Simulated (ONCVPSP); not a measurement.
## Al (Z = 13): one change to an ONCV potential, before and after

```
Element                 : aluminium (Al)
Generator               : ONCVPSP 4.0.1
Type                    : optimised norm-conserving Vanderbilt (ONCV)
Functional              : PBEsol
Relativity              : scalar-relativistic
Frozen core             : [Ne]
Valence charge          : 3
Reference configuration : 3s2 3p1
Partial waves           : 3s: rc 1.65 bohr, ncon 3, nbas 7, qcut 3.1 1/bohr, 2 projectors, debl 2.2 Ha; 3p: rc 2.45 bohr, ncon 4, nbas 7, qcut 3.2 1/bohr, 2 projectors, debl 0.4 Ha; d scattering state at 0.14 Ha: rc 2.45 bohr, ncon 3, nbas 7, qcut 4.3 1/bohr, 3 projectors, debl 0.5 Ha
Local potential         : polynomial inside 1.30 bohr (lpopt 5, dvloc0 1 Ha)
Core correction         : Teter function, fcfact 5.75, rcfact 1.05
```

Change: all radii but the core radius scaled by about 0.90 (s 1.48, p 2.20, d 2.20 bohr); local potential polynomial inside 1.18 bohr (lpopt 5, dvloc0 1 Ha).

Cutoffs: the cutoffs (Ha) at which the residual kinetic energy of the hardest occupied pseudo-wave falls to 1 and 0.1 mHa per electron; they do not see the model core or the augmentation charge, which bear on the density cutoff. Errors are all-electron minus pseudo energies relative to the spin-unpolarised reference configuration.

Task: Predict the effect on cutoff, ghosts and configuration errors.

Result: The potential gets neither clearly harder nor softer (5.7 Ha and 24 Ha → 5.7 Ha and 25 Ha); of the 4 tests that both files solve, the error grows in 0 and shrinks in 2 by more than 15 % and 0.3 meV (median size 1.7 → 1.2 meV); neither file shows a bound ghost.

```tsv
quantity	base	changed
cutoff, loose	5.7 Ha	5.7 Ha
cutoff, tight	24 Ha	25 Ha
loose cutoff by channel	s 5.7 Ha, p 2.0 Ha	s 5.7 Ha, p 2.0 Ha
bound ghosts	none	none
GHOST(+) flags under 300 eV	s at 121.0 eV	s at 92.7 eV
error for 3s2 3p0, meV [ΔE 5.74 eV]	-2.3	-2.1
error for 3s1 3p0, meV [ΔE 24.91 eV]	+1.1	-0.4
error for 3s2 3p0.5, meV [ΔE 2.07 eV]	-0.4	-0.4
error for 3s0 3p3, meV [ΔE 10.41 eV]	+2.8	-2.1
rms error of d²Exc/dni dnj with the model core, mHa	0.70	0.70
```

Base: The cutoffs count occupied waves only; projector 2 of the s channel, the hardest unoccupied one, needs 28 Ha at the loose tolerance. Changed file: The cutoffs count occupied waves only; projector 2 of the s channel, the hardest unoccupied one, needs 104 Ha at the loose tolerance.
